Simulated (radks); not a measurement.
Spherical quantum dot in the effective-mass picture: electrons in a parabolic well V = omega^2 r^2 / 2 with omega = 0.393, all in effective atomic units (hartree* = m*/eps^2 hartree, bohr* = eps/m* bohr), one dielectric constant everywhere. Calculated with a radial shooting solver with Libxc functionals: non-relativistic Kohn-Sham, LDA (Slater exchange, Perdew-Wang correlation), spin-polarised, spherical densities. Levels are named by radial order and angular momentum (1s, 1p, 1d, 2s, ...), and open shells are averaged over m.

N = 10, configuration 1s2 1p6 1d(up 2, down 0). This is the lowest configuration that the search found. Occupied and some empty levels:

level    occupation  eigenvalue (hartree*)  <r> (bohr*)
1s up             1                 3.4260        2.663
1s down           1                 3.4443        2.623
1p up             3                 3.6084        3.243
1p down           3                 3.6321        3.229
1d up             2                 3.8261        3.660
1d down           0                 3.8515        3.662
2s up             0                 3.9001        3.134
2s down           0                 3.9152        3.157
1f up             0                 4.0712        4.003
1f down           0                 4.0964        4.013
2p up             0                 4.1678        3.583
2p down           0                 4.1835        3.592

Energy (hartree*): total 23.0057, kinetic 2.8497, external 8.6939, Hartree 14.014, exchange-correlation -2.5517.
